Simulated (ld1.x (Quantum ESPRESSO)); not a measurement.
## Transferability test, PAW potential for silicon

```
Element                 : silicon (Si)
Generator               : ld1.x (Quantum ESPRESSO) 7.5
Type                    : PAW
Functional              : PW91
Relativity              : non-relativistic
Frozen core             : [Ne]
Valence charge          : 4
Reference configuration : 3s2 3p2
Partial waves           : 3s (bound): rcut 1.50, rcutus 1.95 bohr; 3s channel at 0.65 Ry: rcut 1.50, rcutus 1.95 bohr; 3p (bound): rcut 1.35, rcutus 1.85 bohr; 3p channel at 2.95 Ry: rcut 1.35, rcutus 1.85 bohr; 3d channel at 0.1 Ry: rcut 1.35, rcutus 1.75 bohr; 3d channel at 2.15 Ry: rcut 1.35, rcutus 1.75 bohr
Local potential         : all-electron potential smoothed inside 1.45 bohr (lloc = -2)
Core correction         : a·sin(br)/r model core inside 1.70 bohr
Augmentation charge     : PSQ, inside the norm-conserving radii
```

Energies are relative to the spin-unpolarised reference configuration 3s2 3p2; without spin polarisation the order of configurations can differ from experiment.

**Question.** Give the all-electron excitation energy and the error of the potential for: 3s2 3p1; 3s2 3p0; 3s1 3p0; 3s0 3p4; 3s2 3p1.5; 3s1 3p2; 3s2 3p2.3.

**Answer.**

```csv
valence configuration,charge,ΔE all-electron (eV),error AE − PS (meV)
3s2 3p1,+1,7.793,-0.8
3s2 3p0,+2,23.859,-9.0
3s1 3p0,+3,57.831,-57
3s0 3p4,0,13.682,-2.9
3s2 3p1.5,+0.5,2.946,-0.1
3s1 3p2,+1,15.168,-2.6
3s2 3p2.3,-0.3,-0.943,-0.1
```

ld1.x printed “convergence not achieved” for 4 of the counted tests; their residual had stalled under 1e-8, short of the target of 1e-14.
